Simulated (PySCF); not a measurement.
Species: C₄H₁₁NSi₃.
Atom-mapped SMILES: `[CH3:1][CH2:2][Si@@H:3]1[CH2:4][SiH2:5][Si@@H:6]1[C:7]#[N:8]`

NICS is the negative of the GIAO shielding at a point without a nucleus: at the ring centre (0) and 1 Å above and below it (1); zz is the component along the ring normal. Level: GIAO PBE0/pcSseg-1 (PySCF, non-relativistic, gas phase) on the GFN2-xTB geometry, one conformer.

Ring bond lengths (Å), with Mayer bond orders in brackets: Si3–C4 1.936 (0.88), C4–Si5 1.933 (0.90), Si5–Si6 2.348 (0.87), Si6–Si3 2.355 (0.83).

Give the NICS values of each ring in ppm.

| ring | type | NICS(0) | NICS(1), two faces | NICS(1)zz, two faces | rms pucker (Å) | centre to ring atoms, mean (Å) |
| --- | --- | --- | --- | --- | --- | --- |
| Si3–C4–Si5–Si6 | 4-membered ring with 3 Si; formal bonds all single | 2.3 | -0.7 / -0.2 | 5.6 / 7.6 | 0.03 | 1.51 |

What can be read from them?

- Si3–C4–Si5–Si6: mean NICS(1)zz 6.6 ppm, deshielded. Si3, C4, Si5, Si6 have four or more neighbours, so the value isn't read as a sign of a π ring current.

What is the mean of the two in-plane components of NICS at the first NICS(1) probe listed for ring Si3–C4–Si5–Si6, 1 Å off the ring?

The isotropic value is a third of the trace: (3 × -0.7 − (5.6))/2 = -3.8 ppm.

List the ring angles and the Hirshfeld charges of the ring atoms.

- Si3–C4–Si5–Si6: Si3 87.0° (+0.294 e), C4 104.5° (-0.252 e), Si5 87.2° (+0.261 e), Si6 81.1° (+0.205 e); sum 359.8° against 360° for a flat convex ring.

Hardware: Intel Xeon at 2.50 GHz, one thread, no GPU, shared host. Cost: 2.7 min wall, 2.4 min CPU (grids of density and orbitals included), 0.94 GiB resident at most. This is the whole shielding run at PBE0/pcSseg-1, SCF included.

Conformer computed: `[CH3:1][CH2:2][Si@@H:3]1[CH2:4][SiH2:5][Si@@H:6]1[C:7]#[N:8]`: C1–C2–Si3–C4 167°.
